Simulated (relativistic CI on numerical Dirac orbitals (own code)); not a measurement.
## V2+ in a cubic cluster: L2,3 absorption with charge transfer

Computed with a charge-transfer multiplet model of a cubic metal-ligand cluster with up to one ligand hole, Slater and spin-orbit integrals from Dirac-Coulomb-Breit ions, Slater integrals scaled by 0.8. The ground state mixes d3 with configurations of k ligand holes L, whose averages lie at kΔ + k(k − 1)U_dd/2; a core hole lowers each added d electron by U_cd. 300 K, Lorentzian 0.4 eV and Gaussian 0.3 eV FWHM.

Atomic integrals in eV (Slater integrals scaled, ζ unscaled), ground: F2dd 7.134, F4dd 4.434, zeta_d 0.019; with the core hole: F2dd 7.850, F4dd 4.885, zeta_d 0.030, zeta_core 4.613, F2cd 4.315, G1cd 3.109, G3cd 1.763.

Cluster parameters (eV): Δ = 5.1, U_cd = 6.1, 10Dq = 0.7, 10Dq(ligand) = 0.8, V(eg) = 1.9, V(t2g) = -0.92, final-state hopping factor = 1.

```tsv
Case	n_d	d3	d4L	S
U_dd = 3.5 eV	3.25	0.75	0.25	1.50
U_dd = 4.9 eV	3.25	0.75	0.25	1.50
U_dd = 5.6 eV	3.25	0.75	0.25	1.50
```

Weights, n_d and S are thermal averages at 300 K. Photon energies count from the first peak over 30 % of the highest in each spectrum, which can be another peak from case to case. The parameters are a model scan and need not match a compound or its usual spin state. Peaks in eV (height, largest 100):
- U_dd = 3.5 eV: 0.0 (51), 0.8 (100), 1.6 (82), 7.1 (56), 8.7 (56)
- U_dd = 4.9 eV: 0.0 (50), 0.9 (100), 1.7 (85), 3.9 (17), 7.2 (55), 8.8 (55)
- U_dd = 5.6 eV: 0.0 (50), 0.9 (100), 1.7 (87), 3.9 (17), 7.1 (52), 8.7 (54)

For the case U_dd = 4.9 eV, Δ = 5.1 eV is larger than U_dd = 4.9 eV, the Mott-Hubbard side of the Zaanen-Sawatzky-Allen scheme. With the core hole the configuration with one ligand hole lies at Δ + U_dd − U_cd = 2.5, 3.9, 4.6 eV from the one without, in the order of the table; where this is negative the screened configuration lies lower, though the effective hopping of about 4.0 eV (from the holes of the mixed ground state) mixes the two strongly wherever it is as large as the gap.

With at most 1 ligand hole the space is cut while the next configuration still counts, so covalency is underestimated, and a final configuration with one more ligand hole, which can lie low, is missing from the spectra.
